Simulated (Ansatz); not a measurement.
AlF₃H₅NSi, SMILES `[F][Al-]([F])([F])[NH2+][SiH3]`. The species carries charge 0 and has multiplicity 1.

```xyz
11

F     2.3821    0.2800    1.3262
Al    1.5052   -0.6534    0.2761
F     1.5912   -0.2302   -1.3296
F     1.4106   -2.2746    0.6010
N    -0.3526   -0.0587    0.6707
Si   -1.1850    0.6701   -0.7575
H    -0.8529   -0.8728    1.0216
H    -0.2915    0.5991    1.4451
H    -1.2590   -0.3806   -1.7885
H    -2.5466    1.0651   -0.3170
H    -0.4015    1.8559   -1.1479
```

**Question.** What are the harmonic wavenumbers in cm⁻¹ at PBE0-D4/def2-TZVP (Ansatz, finite differences of forces, unscaled)? (An estimate is asked.)

**Answer.** Ansatz gave: 28, 100, 145, 178, 197, 240, 255, 310, 475, 517, 667, 685, 719, 735, 868, 891, 924, 947, 961, 1006, 1016, 1588, 2239, 2293, 2311, 3491, 3562.

**Question.** Is this a minimum?

**Answer.** Yes, all 27 modes are real.

**Question.** Give the ideal-gas thermochemistry at 298.15 K and 1 bar (rigid rotor, harmonic oscillator; point group Cs, symmetry number 1).

**Answer.** Zero-point energy 163.6 kJ/mol; H(298) − E = 189.4 kJ/mol; entropy 392.9 J/(mol·K), of which translation 169.7, rotation 118.9, vibration 104.4; G(298) − E = 72.2 kJ/mol. Modes under 100 cm⁻¹ are hindered rotations or soft bends, so the harmonic entropy is rough.

**Question.** And at 400, 500, 600, 800 and 1000 K?

**Answer.** 
```tsv
T (K)	H − E (kJ/mol)	S (J/mol/K)	G − E (kJ/mol)
400	204.1	435.2	30.0
500	220.5	471.7	-15.4
600	238.4	504.3	-64.2
800	277.2	560.0	-170.8
1000	319.0	606.6	-287.6
```

**Question.** Rotational constants (cm⁻¹)?

**Answer.** 0.1072, 0.04504, 0.04461.
